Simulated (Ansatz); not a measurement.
Species: SiNH2Cl, charge 0, singlet. SiNH2Cl (SMILES N[Si]Cl).
B3LYP-D3(BJ)/def2-TZVP minimum from Ansatz (a first-principles code):
```
N
H 1 1.0100
H 1 1.0107 2 112.83
Si 1 1.7065 2 121.19 3 180.00
Cl 4 2.1232 1 98.36 2 -180.00
```

Total energies in cc-pV(T+d)Z, 18 correlated electrons, 11 frozen orbitals. Open shells are spin-unrestricted; no spin-orbit coupling. Correlated methods leave the cores frozen. No relativity.

```
method    program  energy (Eh)  minus CCSDT(Q) (mEh)
--------  -------  -----------  --------------------
HF         Ansatz   -804.16494                561.68
MP2        Ansatz   -804.66845                 58.17
CCSD       Ansatz   -804.70117                 25.46
CCSD(T)    Ansatz   -804.72439                  2.23
CCSDT(Q)   Ansatz   -804.72663                  0.00
```

Rough core times of Ansatz's runs on a shared machine: CCSD(T) 30 s, CCSDT(Q) 70 min.
